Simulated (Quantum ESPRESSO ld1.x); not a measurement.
Q: Bi32+, 51 electrons, occupied as [Kr] 4d10 4f5. Method: scalar-relativistic Kohn-Sham, LDA (Slater exchange, VWN5 correlation), spin-polarised, spherical densities, point nucleus; open shells are filled with parallel spins first; computed with ld1.x of Quantum ESPRESSO 7.5. Some entries of the table are withheld. Estimate them.

| orbital | occ. | eigenvalue (hartree) | <r> (bohr) |
|---|---|---|---|
| 1s down | 1 | -3372.49 | 0.01579 |
| 1s up | 1 | -3372.49 | 0.01579 |
| 2s up | 1 | -640.704 | 0.06650 |
| 2s down | 1 | -640.690 | 0.06650 |
| 2p up | 3 | -554.270 | 0.06056 |
| 2p down | 3 | -554.259 | 0.06056 |
| 3s up | 1 | -186.580 | 0.1713 |
| 3s down | 1 | -186.337 | 0.1711 |
| 3p up | 3 | -161.861 | 0.1732 |
| 3p down | 3 | -161.613 | 0.1730 |
| 3d up | 5 | -137.140 | 0.1569 |
| 3d down | 5 | -136.945 | 0.1567 |
| 4s up | 1 | -72.1770 | 0.3621 |
| 4s down | 1 | -71.8333 | 0.3625 |
| 4p up | 3 | -63.6168 | (1) |
| 4p down | 3 | -63.2915 | (2) |
| 4d up | 5 | (3) | 0.3869 |
| 4d down | 5 | (4) | 0.3877 |
| 4f up | 5 | -44.1552 | 0.3692 |
| 4f down | 0 | -43.7927 | 0.3704 |

A: 
(1) 4p up <r> (bohr): 0.3806
(2) 4p down <r> (bohr): 0.3812
(3) 4d up eigenvalue (hartree): -54.1064
(4) 4d down eigenvalue (hartree): -53.7855
